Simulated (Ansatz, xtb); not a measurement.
**Isomers of C6H5FSi in order of energy**

3 gas-phase structures of C6H5FSi, from a drawn sample of its isomers (lower ones may exist). Each was relaxed with GFN2-xTB; where two conformers were screened, the lower at r2SCAN-D4/def2-SVP is listed:

A. `C#C/C=C(\C#C)[SiH2]F`, a singlet
B. `C#C/C=C(/C#C)[SiH2]F`, a singlet
C. `C#CC1=CC=C[Si@@H]1F`, a singlet

**Question.** Which do you expect lowest at r2SCAN-D4/def2-SVP, and how would the others follow?

**Answer.** Calculated order at r2SCAN-D4/def2-SVP: C (0.000), A (1.716), B (1.742) eV. Less than 1 kcal/mol parts A and B, so the order within that pair means little.

Energies above the lowest of each column, in eV; the last columns are at B3LYP-D3(BJ)/def2-SVP geometries:

| structure | GFN2-xTB | HF/STO-3G | r2SCAN-D4/def2-SVP | B3LYP-D3(BJ)/def2-SVP | CCSD(T)/def2-SVP + ΔMP2/def2-TZVPP |
| --- | --- | --- | --- | --- | --- |
| C | 0.000 | 0.000 | 0.000 | 0.000 | 0.000 |
| A | 0.863 | 2.116 | 1.716 | 1.569 | 1.551 |
| B | 0.867 | 2.130 | 1.742 | 1.609 | 1.590 |

Every level run on C puts it lowest or level with the lowest. Flexible structures stand in one conformer each, not always the lowest. ΔMP2 is the change of the MP2 energy from the smaller to the larger basis.

Programs: Ansatz 0.2.0, xtb 6.7.1.
